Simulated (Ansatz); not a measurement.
Reaction (formal hydrolysis of a Ti–Se bond): `C[Se][Ti]([F])([F])[Se]C` + H₂O → `C[Se][Ti]([OH])([F])[F]` + `C[SeH]`

Program: Ansatz. Geometries: PBE0-D4/def2-TZVP. ΔE: electronic, gas phase. CCSD(T)/CBS is the MP2 limit (def2-TZVPP, def2-QZVPP) plus CCSD(T) − MP2 in def2-TZVPP, frozen cores. This one scheme is used for every species. Functionals use def2-TZVPP. For Se, Ti outer-core shells are correlated without core-valence functions, which leaves a few kJ/mol of doubt a bond. Scalar relativity is left out up to krypton. Each species was taken in one conformer, which may not be the lowest.

```tsv
level	ΔE (kcal/mol)
ωB97X-V	-9.0
ωB97M-V	-7.6
B2PLYP	-5.0
r2SCAN	-6.1
PBE0	-6.3
MP2/def2-TZVPP	-0.6
HF/CBS(def2)	-13.7
CCSD/CBS(def2)	-5.8
```

What does CCSD(T)/CBS give? (An estimate is asked.)

Ansatz gave: -2.8 kcal/mol. The listed levels differ from it by -6.2, -4.8, -2.2, -3.3, -3.5, 2.2, -10.9, -3.0 kcal/mol.

Largest T1 diagnostic among the species: 0.022, so the coupled-cluster value is less sure than usual.

In def2-TZVPP, CCSD(T) changes the Hartree–Fock value by +9.4 kcal/mol (the triples alone add +3.0 kcal/mol) and MP2 by +13.1 kcal/mol. The D4 term adds +3.3 kcal/mol with B3LYP and +1.9 kcal/mol with PBE0; it sums over pairs of atoms, weighted by their polarisabilities, and B3LYP, whose exchange is more repulsive, gets the larger term.

B3LYP here is the variant with VWN-RPA as its local correlation; programs differ in this.
